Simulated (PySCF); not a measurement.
Compound: C₅H₁₁Al.
SMILES with atom numbers: `[CH3:1][C:2]1([AlH2:3])[CH2:4][CH2:5][CH2:6]1` (hydrogens: H7, H8, H9 on C1; H10, H11 on Al3; H12, H13 on C4; H14, H15 on C5; H16, H17 on C6)

Level: CAM-B3LYP/def2-SVPD in PySCF, non-relativistic, on one gas-phase PBE0-D3(BJ)/def2-SVP geometry that isn't relaxed in the solvent. The solvent is an IEF-PCM continuum (Bondi radii, 1.10 Å for H, scaled by 1.2), and excitations are vertical TDDFT with non-equilibrium linear response and a frozen core. The model holds no explicit solvent molecules, cavitation or dispersion.

Gas-phase singlets (H = HOMO, L = LUMO):

```csv
state,E (eV),λ (nm),f,leading configuration
S1,4.482,277,0.001,H→L 97%
S2,5.459,227,0.000,H-1→L 93%
S3,6.533,190,0.000,H-2→L 92%
S4,6.652,186,0.001,H-3→L 90%
S5,6.745,184,0.007,H→L+1 73%
```

**Question.** How does the list change in methanol (ε = 32.61)?

**Answer.** 
```
state  E (eV)  λ (nm)      f  leading configuration  change by rank (eV)
   S1   4.727     262  0.001                H→L 97%               +0.245
   S2   5.848     212  0.000              H-1→L 75%               +0.389
   S3   6.766     183  0.000              H-3→L 73%               +0.233
   S4   6.776     183  0.002              H→L+1 67%               +0.124
   S5   6.869     181  0.002              H-2→L 95%               +0.124
```

**Question.** The ground-state energy changes by -0.178 eV from gas to methanol. By how much does the total energy of gas-phase S1 change?

**Answer.** E(S1) = E(S0) + excitation energy, so it changes by -0.178 + 0.245 = +0.067 eV: it isn't lowered at all, while the ground state is. This is the vertical state, with the slow part of the continuum still set for S0.

**Question.** How do the frontier levels move from gas to methanol?

**Answer.** 
| orbital | gas (eV) | solvent (eV) | change (eV) |
| --- | --- | --- | --- |
| LUMO+2 | 1.63 | 1.77 | +0.14 |
| LUMO+1 | 1.01 | 1.22 | +0.21 |
| LUMO | -0.47 | 0.00 | +0.47 |
| HOMO | -8.34 | -8.11 | +0.23 |
| HOMO-1 | -9.65 | -9.58 | +0.07 |
| HOMO-2 | -10.00 | -9.77 | +0.23 |
| HOMO-3 | -10.03 | -9.79 | +0.24 |

The HOMO–LUMO gap goes from 7.87 to 8.11 eV. Rows go by rank; for HOMO-3 and HOMO-2 the atom shares or the degeneracy differ between the runs, so the row needn't follow one orbital.
